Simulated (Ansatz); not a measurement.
`S[CH2][GeH3]` + HCl → `Cl[CH2][GeH3]` + H₂S at 298.15 K and 1 bar (substitution at a C–S bond).

Program: Ansatz. Geometries: PBE0-D4/def2-TZVP. ΔE: electronic, gas phase. CBS: MP2 limit from def2 TZ/QZ plus the TZ coupled-cluster correction, frozen cores. This one scheme is used for every species. For Ge outer-core shells are correlated without core-valence functions, which leaves a few kJ/mol of doubt a bond. Scalar relativity is left out up to krypton. Each species was taken in one conformer, which may not be the lowest.

```
        species  CCSD(T)/CBS energy (Eh)  H − E (kJ/mol)  S (J/(mol·K))
 `S[CH2][GeH3]`              -2515.53503           174.7          320.5
            HCl               -460.38127            26.6          186.8
`Cl[CH2][GeH3]`              -2576.93687           151.1          311.5
            H₂S               -398.97279            49.9          205.7
```

H − E and S are ideal-gas, rigid-rotor, harmonic terms from PBE0-D4/def2-TZVP, for one conformer and one mirror image of each species. 1 Eh = 2625.50 kJ/mol, R = 8.31446 J/(mol·K).

By hand: ΔE, ΔH, ΔS and ΔG.

ΔE = (-2576.93687) + (-398.97279) − (-2515.53503) − (-460.38127) = 0.00664 Eh = 17.4 kJ/mol. Δ(H − E) = 151.1 + 49.9 − 174.7 − 26.6 = -0.3, so ΔH = 17.1 kJ/mol. ΔS = 311.5 + 205.7 − 320.5 − 186.8 = 9.9 J/(mol·K). ΔG = 17.1 − 298.15 × (9.9)/1000 = 14.1 kJ/mol.

By hand: the equilibrium constant, and the temperature at which ΔG would vanish if ΔH and ΔS stayed fixed.

log₁₀ K = −ΔG/(RT ln 10) = -2.5. ΔG = 0 at ΔH/ΔS = 1727 K, though so small a ΔS makes that figure unsure.

The number of gas molecules stays the same, so ΔS is small and ΔH decides. A doubt of 5 kJ/mol in ΔE shifts log₁₀ K by 0.9 here. Other conformers and mirror images would add mixing entropy, several J/(mol·K) or more a flexible species. These are equilibria of isolated gas molecules and say nothing of rates. Largest T1 diagnostic: 0.011 (customary marks: 0.02 for closed shells, 0.045 for open ones).
